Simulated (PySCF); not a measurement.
Species: C₆H₅NS₂.
SMILES: `Nc1csc2ccsc12`

Computed with PBE0/def2-SV(P) geometry optimisation, gas phase in PySCF.

Take the most abundant isotopes and a rigid rotor. 

What are A, B and C (MHz)?

Ia = 274.76, Ib = 392.19, Ic = 666.38 u·Å²; 505379 MHz·u·Å²/I gives A = 1839, B = 1289, C = 758.4 MHz.

What kind of rotor is it?

An asymmetric top; Ray's κ = -0.019.

Is it planar, by Δ = Ic − Ia − Ib?

Not planar: Δ = Ic − Ia − Ib = -0.57 u·Å². For a rigid frame Δ = −2 Σ m c², so Σ m c² = 0.28 u·Å² lies off the ab plane: 0.25 from hydrogen and 0.04 from heavier atoms. The atom farthest from that plane is 0.47 Å away.

Give the other two planar moments, Paa and Pbb, and the rms extents of the mass along the axes.

Paa = Σ m a² = (Ib + Ic − Ia)/2 = 391.90 and Pbb = Σ m b² = (Ia + Ic − Ib)/2 = 274.48 u·Å². With the mass M = 154.99 u, the rms extents √(P/M) along a, b and c are 1.59, 1.33, 0.04 Å.

Give the coordinates in the principal-axis frame, origin at the centre of mass.

The sense of each axis is arbitrary; atoms in the order of the calculation.
```
atom  mass (u)   a (Å)   b (Å)   c (Å)
  N1    14.003   1.095   2.525   0.046
  C2    12.000   1.034   1.140  -0.007
  C3    12.000   2.097   0.266  -0.008
  S4    31.972   1.630  -1.409   0.007
  C5    12.000  -0.039  -0.974  -0.009
  C6    12.000  -1.273  -1.684  -0.010
  C7    12.000  -2.336  -0.821  -0.007
  S8    31.972  -1.866   0.847   0.011
  C9    12.000  -0.195   0.407  -0.005
 H10     1.008   2.008   2.920  -0.153
 H11     1.008   0.360   3.003  -0.469
 H12     1.008   3.156   0.525  -0.014
 H13     1.008  -1.375  -2.771  -0.012
 H14     1.008  -3.397  -1.075  -0.006
```

List the rotational levels J(Ka,Kc) to J = 3 (MHz).

Above 0(0,0):
J = 1: 1(0,1) 2047, 1(1,1) 2598, 1(1,0) 3128
J = 2: 2(0,2) 5900, 2(1,2) 6162, 2(1,1) 7752, 2(2,1) 9404, 2(2,0) 9645
J = 3: 3(0,3) 11291, 3(1,3) 11379, 3(1,2) 14484, 3(2,2) 15545, 3(2,1) 16537, 3(3,1) 19752, 3(3,0) 19830
The levels of one J sum to (2J + 1)J(J + 1)(A + B + C)/3.

Which lines would a microwave search look for?

The dipole components are |μa| = 0.07 D, |μb| = 1.26 D, |μc| = 1.06 D. Intensities carry the squares of the components, which stand as 0.00 : 1.00 : 0.71 (a : b : c). Some lines, for components of 0.1 D or more:

| type | branch | J(Ka,Kc) | MHz | lower level (cm⁻¹) |
| --- | --- | --- | --- | --- |
| c | Q | 1(1,1) ← 1(0,1) | 551 | 0.068 |
| c | Q | 2(2,1) ← 2(1,1) | 1652 | 0.259 |
| b | Q | 2(1,1) ← 2(0,2) | 1852 | 0.197 |
| b | Q | 2(2,0) ← 2(1,1) | 1893 | 0.259 |
| b | Q | 3(2,1) ← 3(1,2) | 2053 | 0.483 |
| b | Q | 3(1,2) ← 3(0,3) | 3193 | 0.377 |
| c | Q | 3(3,1) ← 3(2,1) | 3216 | 0.552 |
| b | Q | 3(3,0) ← 3(2,1) | 3293 | 0.552 |
| b | R | 2(0,2) ← 1(1,1) | 3303 | 0.087 |
| b | R | 2(1,2) ← 1(0,1) | 4115 | 0.068 |
| b | Q | 3(2,2) ← 3(1,3) | 4166 | 0.380 |
| b | Q | 3(3,1) ← 3(2,2) | 4207 | 0.519 |
| b | R | 3(1,2) ← 2(2,1) | 5079 | 0.314 |
| b | R | 3(0,3) ← 2(1,2) | 5129 | 0.206 |
| b | R | 3(1,3) ← 2(0,2) | 5479 | 0.197 |
| b | R | 2(2,1) ← 1(1,0) | 6276 | 0.104 |
| c | R | 2(2,0) ← 1(1,0) | 6517 | 0.104 |
| c | R | 2(2,1) ← 1(1,1) | 6807 | 0.087 |
| c | R | 3(1,2) ← 2(0,2) | 8583 | 0.197 |
| c | R | 3(2,1) ← 2(1,1) | 8784 | 0.259 |
| c | R | 3(2,2) ← 2(1,2) | 9384 | 0.206 |
| c | R | 3(3,0) ← 2(2,0) | 10185 | 0.322 |
| c | R | 3(3,1) ← 2(2,1) | 10348 | 0.314 |
| b | R | 3(2,1) ← 2(1,2) | 10375 | 0.206 |
| b | R | 3(3,0) ← 2(2,1) | 10425 | 0.314 |

PBE0/def2-SV(P) frequencies: not computed here. Zero-point vibration and centrifugal distortion are left out. A rigid rotor knows nothing of inversion at nitrogen, which can split or shift real lines. Quadrupole hyperfine structure (14N) is left out.

On an Arm Neoverse N1 with one thread, no GPU, shared host with 64 logical CPUs at a one-minute load of 57, this took 1.7 min and 0.65 GiB of memory at its peak. These figures are those of the optimisation.

Conformer computed: `[NH2:1][c:2]1[cH:3][s:4][c:5]2[cH:6][cH:7][s:8][c:9]12`: H–N1–C2–C3 15°, H–N1–C2–C3 146°.
